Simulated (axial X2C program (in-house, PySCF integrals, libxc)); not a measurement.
# AsF: cheaper levels and CCSD(T), 2c

Computed with an axial X2C code built on PySCF integrals. Two-component (2c) means X2C with spin–orbit coupling and atomic mean-field two-electron Coulomb and Gaunt terms. Basis: As dyall-cv3z [9s9p6d4f1g], F dyall-av3z [7s6p3d2f] (cores contracted in-house); Gaussian nuclei, density fitting, unrestricted open shells. Masses: As 74.922 u, F 18.998 u.

State: Ω = 1 (⟨Sz⟩ = 1.00, ⟨Lz⟩ = 0.00 at HF); fragments As + F.

```json
{"level": "PBE0", "Re (Å)": "1.742", "ωe (cm⁻¹)": "684.3", "De (eV)": "4.18"}
{"level": "HF", "Re (Å)": "1.716", "ωe (cm⁻¹)": "727.9", "De (eV)": "2.21"}
{"level": "MP2", "Re (Å)": "1.751", "ωe (cm⁻¹)": "674.1", "De (eV)": "4.28"}
{"level": "CCSD", "Re (Å)": "1.742", "ωe (cm⁻¹)": "687.8", "De (eV)": "3.89"}
{"level": "BHandHLYP", "Re (Å)": "1.731", "ωe (cm⁻¹)": "701.8", "De (eV)": "3.86"}
```

Correlated methods: 12 electrons correlated (number of frozen shells: As 3 s, 2 p, 1 d; F 1 s), 230 virtual spin orbitals or spinors in MP2, 90 natural virtuals in coupled cluster.

CCSD(T), same Hamiltonian and basis:

Re = 1.750 Å, ωe = 674.5 cm⁻¹, De = 4.02 eV; T1 = 0.018 (Lee–Taylor normalisation).

Give the differences from CCSD(T) in the columns below.



| level | ΔRe (Å) | Δωe (cm⁻¹) | ΔDe (eV) |
| --- | --- | --- | --- |
| PBE0 | -0.008 | 10 | 0.16 |
| HF | -0.034 | 53 | -1.81 |
| MP2 | 0.001 | 0 | 0.26 |
| CCSD | -0.008 | 13 | -0.13 |
| BHandHLYP | -0.019 | 27 | -0.16 |

Occupations by symmetry block were frozen at the best pattern of an incomplete PBE0 search. De is counted from the lowest determinant-based energies of the atoms at the same level, without counterpoise correction. Density functionals use the spin component along the axis (collinear). CCSD and (T) use frozen natural virtuals with an MP2 correction for the truncation; (T) itself is uncorrected, so its De runs slightly low. The 2c atoms are single determinants rather than J levels; their spin–orbit lowering is only partly caught, and De is too large by that part. This holds for PBE0, BHandHLYP. PBE0 can misorder states that lie within some tenths of an eV, so this need not be the ground state of the molecule. The nearest other 2c determinant of the search, Ω = 0, lies 0.79 eV up at the distance of the search. Without a current term, density functionals place determinants with orbital angular momentum somewhat too high. With several unpaired electrons one determinant need not be a pure state. Open-shell Ω = 0 determinants with evenly filled partner blocks cannot be reached by this program, so the Ω shown need not be the lowest component. This is the Ω = 1 component of a π² triplet; the 0⁺ component is not one determinant and can lie lowest.
